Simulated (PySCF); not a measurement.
SeCl4, SMILES Cl[Se](Cl)(Cl)Cl.

The structure is a stationary point at PBE-D3(BJ)/def2-SVP. The isomer is the one that the SMILES or the coordinates give; other isomers of the formula were not compared.

Two levels are set side by side: TDA-PBE/def2-SVPD (PySCF) and TDA-B3LYP/def2-SVPD (PySCF). Vertical, same geometry. The lowest singlet is HOMO→LUMO 94 % with PBE and HOMO→LUMO 98 % with the other functional; states are paired by order. Differences are taken from unrounded values.

```csv
quantity,TDA-B3LYP,TDA-PBE,TDA-PBE minus TDA-B3LYP
lowest singlet excitation (eV),2.66,2.51,-0.15
lowest triplet excitation (TDA) (eV),2.28,2.11,-0.17
```

A lower first singlet is the usual sign of a functional without exact exchange. Differences between two approximate levels are no errors against the true value.

Rough cost on one machine, each run with all the roots and properties that it gave: TDA-B3LYP against TDA-PBE about 3 times.
